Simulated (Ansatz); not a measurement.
C6H13, doublet, geometry from GFN2-xTB; WB97X/STO-3G in Ansatz (a quantum-chemistry and plane-wave program).

The Ansatz input:
Ansatz 0.2 input:
```yaml
crystal:
  periodic: [false, false, false]
  atoms:
    - {symbol: C, position_ang: [-2.98430396, -0.66041146, -0.04973240]}
    - {symbol: C, position_ang: [-1.58600614, -0.51915247, 0.38081968]}
    - {symbol: C, position_ang: [-0.85691671, 0.60359329, -0.40073596]}
    - {symbol: C, position_ang: [0.57074552, 0.84124676, 0.08712427]}
    - {symbol: C, position_ang: [1.52002337, -0.31817981, -0.20726247]}
    - {symbol: C, position_ang: [2.95401446, 0.02034191, 0.18271071]}
    - {symbol: H, position_ang: [-3.22259204, -1.20158113, -0.94514443]}
    - {symbol: H, position_ang: [-3.76064498, -0.08153014, 0.41167488]}
    - {symbol: H, position_ang: [-1.53785710, -0.27248627, 1.44434508]}
    - {symbol: H, position_ang: [-1.04629639, -1.45351122, 0.20928618]}
    - {symbol: H, position_ang: [-0.84553535, 0.34537543, -1.46144559]}
    - {symbol: H, position_ang: [-1.43041506, 1.52616864, -0.28778204]}
    - {symbol: H, position_ang: [0.55920612, 1.03502542, 1.16245642]}
    - {symbol: H, position_ang: [0.95525016, 1.73927111, -0.40434564]}
    - {symbol: H, position_ang: [1.48038554, -0.55392746, -1.27334677]}
    - {symbol: H, position_ang: [1.20274833, -1.20545720, 0.34319572]}
    - {symbol: H, position_ang: [3.61586505, -0.81709521, -0.02581457]}
    - {symbol: H, position_ang: [3.01601134, 0.25037650, 1.24428674]}
    - {symbol: H, position_ang: [3.30853527, 0.88474228, -0.37490878]}
basis:
  gaussian:
    orbitals: STO-3G
hamiltonian:
  xc: {name: wB97X}
magnetization: {spin_polarized: true, initial_magnetization: 1}
```

What the program printed (banner, timings and long lists left out):

```
Functional definition: wB97X
609 factors; integrals over basis functions are off by at most 4.7e-5 eV
249 factors; integrals over basis functions are off by at most 1.9e-6 eV
mean field evaluation 1: about -6355.2465 eV, gradient 8.1e0 eV
mean field evaluation 2: about -6355.8033 eV, gradient 3.2e0 eV
mean field evaluation 4: about -6355.8803 eV, gradient 1.9e-1 eV
mean field evaluation 8: about -6355.7823 eV, gradient 2.7e-3 eV
mean field -6355.78228096 eV, -233.5706907214 hartree, gradient 6.2e-5 eV, S^2 0.754857; 0 other end points of the search recorded, 0 dependent functions left out
reference -6355.78225576 eV, -233.5706897951 hartree; 25, 24 occupied and 18, 19 virtual orbitals, 609 factors
Total energy: -6355.78225576 eV, -233.5706897951 hartree
```
